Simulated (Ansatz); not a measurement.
Cu5Se5⁻. Charge -1, multiplicity 3. Geometry PBE-D4/def2-SVP, that of the charge -1 singlet; atoms count from 1.

```xyz
10

Cu   -0.689    0.557   -1.906
Cu   -1.389   -1.134   -0.355
Cu    1.148   -0.913   -0.822
Cu   -0.210   -0.291    1.716
Cu    0.693    1.368    0.083
Se    1.852   -0.794    2.559
Se   -2.344    0.430    1.094
Se    2.718    0.258    0.471
Se   -0.389   -1.747   -2.392
Se   -1.391    2.267   -0.449
```

The highest occupied level of the charge -1 triplet lies above zero (up to 0.27 eV). By energy differences its removal costs 1.76 eV (vertical, to the charge 0 doublet, at PBE-D4/def2-SVP), and other spins of that charge weren't run; self-interaction error and the lack of diffuse functions both raise the level. At PBE-D4/def2-SVP a singlet of charge -1 lies 1.33 eV below the triplet at the same geometry. The structure comes from a short search, and lower isomers may exist.

**Question.** Estimate the Mulliken populations from the PBE/def2-SVP orbitals of Ansatz.

**Answer.** 
| atom | charge (e) | spin (α − β) | d electrons |
| --- | --- | --- | --- |
| Cu1 | 0.01 | 0.11 | 9.64 |
| Cu2 | -0.01 | 0.10 | 9.63 |
| Cu3 | 0.03 | 0.06 | 9.63 |
| Cu4 | -0.04 | 0.14 | 9.59 |
| Cu5 | -0.04 | 0.09 | 9.62 |
| Se6 | -0.19 | 0.45 | – |
| Se7 | -0.16 | 0.45 | – |
| Se8 | -0.13 | 0.19 | – |
| Se9 | -0.29 | 0.00 | – |
| Se10 | -0.19 | 0.42 | – |
Mulliken values and Mayer orders depend strongly on the basis.

**Question.** Where does the spin sit?

**Answer.** Summed by element: Cu 0.49, Se 1.51, of 2 unpaired in all. Largest on single atoms: Se6 0.45, Se7 0.45, Se10 0.42.

**Question.** And the Mayer bond orders between bonded heavy atoms (over 0.3)?

**Answer.** Cu1–Cu2 0.31 (2.40 Å); Cu1–Se9 0.74 (2.37 Å); Cu1–Se10 0.74 (2.35 Å); Cu2–Cu4 0.32 (2.53 Å); Cu2–Se7 0.73 (2.34 Å); Cu2–Se9 0.75 (2.35 Å); Cu3–Se8 0.67 (2.35 Å); Cu3–Se9 0.77 (2.35 Å); Cu4–Se6 0.93 (2.28 Å); Cu4–Se7 0.81 (2.34 Å); Cu5–Se8 0.75 (2.34 Å); Cu5–Se10 0.82 (2.33 Å); Se6–Se8 0.79 (2.49 Å); Se7–Se10 0.52 (2.58 Å).
